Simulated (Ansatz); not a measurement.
Cost and result for the atomization energy of C$_{2}$H$_{3}$ClOTe (`ClC1([TeH])CO1`) (8 atoms, 8 bonds).

The species carries charge 0 and has multiplicity 1. Correlated methods include outer-core shells of Te, which these sets cover unevenly. Te takes the def2 core potential. Geometry: relaxed with PBE0-D4/def2-TZVP. Program: Ansatz. All runs use 4 threads of an Arm Neoverse V1 on a shared host. Times are those of one run each, without the atoms' runs, and a repeat can differ threefold. Electronic energies, without spin–orbit coupling; frozen cores. CCSD(T)/CBS adds CCSD(T) − MP2 in def2-TZVPP to the MP2 limit, and its time is that of the two runs behind it. T1 = 0.012. With those shells the extrapolation isn't a true limit.

CCSD(T)/CBS is a level of theory with its own doubt, some kJ/mol a heavy atom from the limit and from the frozen cores, so smaller differences don't rank the functionals.

```tsv
level	functions	wall time
revPBE-D4/def2-TZVPP	227	2 s
BLYP-D4/def2-TZVPP	227	2 s
CAM-B3LYP-D4/def2-TZVPP	227	3.5 s
BHLYP-D4/def2-TZVPP	227	4.4 s
r2SCAN-D4/def2-TZVPP (with forces)	227	5.5 s
r2SCANh-D4/def2-TZVPP	227	6 s
CCSD(T)/def2-SVP	101	6.5 s
ωB97X-V/def2-TZVPP	227	8 s
B97M-V/def2-TZVPP	227	9 s
ωB97M-V/def2-TZVPP (with forces)	227	12 s
MP2/def2-QZVPP	413	18 s
CCSD(T)/def2-TZVPP	227	3.2 min
CCSD(T)/CBS(def2)	–	3.5 min
```

Q: What atomization energy does each give, and how far from CCSD(T)/CBS? (Best estimate.)

A: Computed: 
```
                             level  atomization (kJ/mol)  difference from CCSD(T)/CBS  per bond
              revPBE-D4/def2-TZVPP                2762.9                         31.3       3.9
                BLYP-D4/def2-TZVPP                2734.2                          2.6       0.3
           CAM-B3LYP-D4/def2-TZVPP                2709.4                        -22.2      -2.8
               BHLYP-D4/def2-TZVPP                2564.4                       -167.2     -20.9
r2SCAN-D4/def2-TZVPP (with forces)                2741.5                          9.9       1.2
             r2SCANh-D4/def2-TZVPP                2708.7                        -22.9      -2.9
                  CCSD(T)/def2-SVP                2524.4                       -207.2     -25.9
                ωB97X-V/def2-TZVPP                2735.2                          3.6       0.4
                 B97M-V/def2-TZVPP                2735.7                          4.1       0.5
  ωB97M-V/def2-TZVPP (with forces)                2724.0                         -7.6      -0.9
                    MP2/def2-QZVPP                2785.6                         54.0       6.8
                CCSD(T)/def2-TZVPP                2631.8                        -99.8     -12.5
                 CCSD(T)/CBS(def2)                2731.6                          0.0       0.0
```

Leaving LDA and LC-ωPBE aside and taking each functional with its dispersion term where it has one, the values, not all of them listed here, spread over 292.3 kJ/mol, from BHLYP-D4 to PBE-D4. LDA lies +456.6 kJ/mol from PBE without D4, its usual overbinding. In def2-TZVPP, CCSD(T) changes the Hartree–Fock value by +897.9 kJ/mol (the triples alone add +74.9 kJ/mol) and MP2 by +992.8 kJ/mol; breaking electron pairs costs correlation energy, which Hartree–Fock lacks. From BLYP to BHLYP (50 % exact exchange), in def2-TZVPP and without D4, the atomization energy moves by −149.8 kJ/mol: exact exchange takes away binding that semilocal exchange gives to molecules.

Spin–orbit coupling would lower the free Te atoms strongly, and the atomization energy with them, by more than many differences here.
